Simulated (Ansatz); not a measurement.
Computed with Ansatz on PBE0-D4/def2-TZVP structures; ΔE is electronic, products minus reactants. CBS: MP2 limit from def2 TZ/QZ plus the TZ coupled-cluster correction, frozen cores. Each species was taken in one conformer, which may not be the lowest.

Consider the cleavage of the Al–Si bond: `O[SiH2][AlH][SiH3]` + `[SiH3]S` → `[SiH3][AlH][S][SiH3]` + `O[SiH3]`.

`O[SiH2][AlH][SiH3]`:

Cartesian coordinates in Å:
```
O -0.464 1.814 1.564
Si 1.050 1.221 1.219
Al 0.940 -0.792 -0.206
Si -1.183 -1.299 -1.346
H -1.100 1.827 0.847
H 1.673 0.958 2.546
H 1.894 2.268 0.558
H 2.190 -1.756 -0.412
H -2.148 -0.163 -1.247
H -1.003 -1.596 -2.796
H -1.849 -2.483 -0.727
```

`[SiH3]S`:

```xyz
6

Si    0.267   -0.434    0.136
S    -0.099    1.660   -0.081
H    -0.749   -1.080    1.005
H     1.604   -0.522    0.770
H     0.283   -1.126   -1.178
H    -1.306    1.503   -0.651
```

`[SiH3][AlH][S][SiH3]`:

```xyz
11

Si    0.712    1.746   -0.057
Al   -0.972    0.614    1.322
S    -1.479   -1.485    0.982
Si   -0.167   -1.943   -0.642
H     0.582    1.386   -1.497
H     0.587    3.226    0.060
H     2.086    1.370    0.381
H    -1.770    1.292    2.510
H     1.176   -1.342   -0.430
H    -0.041   -3.420   -0.698
H    -0.714   -1.446   -1.930
```

`O[SiH3]`:

Cartesian coordinates in Å:
```
O 1.074 0.585 -0.383
Si -0.213 -0.307 0.129
H 0.922 1.504 -0.605
H -0.813 0.255 1.371
H 0.313 -1.665 0.394
H -1.283 -0.372 -0.906
```

| species | CCSD(T)/CBS(def2) energy (Eh) |
| --- | --- |
| `O[SiH2][AlH][SiH3]` | -899.56873 |
| `[SiH3]S` | -689.27336 |
| `[SiH3][AlH][S][SiH3]` | -1222.20542 |
| `O[SiH3]` | -366.69042 |

Question: Work out ΔE.

Answer: ΔE = (-1222.20542) + (-366.69042) − (-899.56873) − (-689.27336) = -0.05375 Eh = -141.1 kJ/mol.

Largest T1 diagnostic among the species: 0.013.

The D4 term adds −7.7 kJ/mol with B3LYP and −4.0 kJ/mol with PBE0; it sums over pairs of atoms, weighted by their polarisabilities, and B3LYP, whose exchange is more repulsive, gets the larger term. From PBE to PBE0 (25 % exact exchange), in def2-TZVPP and without D4, ΔE moves by −7.1 kJ/mol.

B3LYP here is the variant with VWN-RPA as its local correlation; programs differ in this.
